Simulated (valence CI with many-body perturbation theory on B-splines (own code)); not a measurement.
Values are calculated unless marked as measured or tabulated.
**Hg L: what the settings do**

Level of theory: valence CI with perturbative core correlation (CI+MBPT): three valence electrons over a frozen Dirac-Fock core [Ar] 3d10, a basis of 6 s, 6 p, 5 d, 3 f, 1 g functions for each j, with the one-electron correlation potential Σ1, the two-electron term Σ2, the three-electron term Σ3, Breit, model QED; selected CI, second order for the rest, scaled by the run's own slope (own B-spline code, finite nucleus).

No measured spectrum was set against this ion. As an estimate, large intervals hold to a few tenths of a per cent, small ones and those within an open d or f shell to about a per cent.

The reference run has the lowest level (4s^2 4p1/2) J=1/2 and an ionisation energy of 2816.22 eV. Its largest variational space holds 2934 state functions.

Levels are named by their leading jj configuration (3d3/2^4 stands for four electrons in 3d with j = 3/2), which in mixed levels can hold well under half, so a name can repeat and another be missing. Letters in brackets count levels of one name in rising energy.

| Level | Reference (cm⁻¹) | Shift (cm⁻¹) |
| --- | --- | --- |
| (4s 4p1/2^2) J=1/2 | 908279 | +3.2 |
| (4s^2 4p3/2) J=3/2 | 1201250 | -20 |
| (4s 4p1/2 4p3/2) J=3/2 [a] | 1986360 | -107 |
| (4s 4p1/2 4p3/2) J=5/2 | 2063630 | -52 |
| (4s 4p1/2 4p3/2) J=3/2 [b] | 2170810 | +4.4 |
| (4s 4p1/2 4p3/2) J=1/2 | 2190110 | +20 |
| (4s^2 4d3/2) J=3/2 | 2676050 | +6.5 |
| (4s^2 4d5/2) J=5/2 | 2908110 | -27 |
| (4p1/2^2 4p3/2) J=3/2 | 3077240 | +26 |
| (4s 4p3/2^2) J=5/2 | 3248690 | -64 |
| (4s 4p3/2^2) J=1/2 | 3390160 | +58 |
| (4s 4p1/2 4d3/2) J=3/2 [a] | 3390600 | -97 |

The ionisation energy moves by -0.019 eV.

(1) Which of these changes was made?
A. hole-hole ladder in Σ2 on → off
B. screening of Σ1 on → off
C. averaging of valence orbitals over low configurations on → off

## Answers

(1) A. hole-hole ladder in Σ2 on → off.
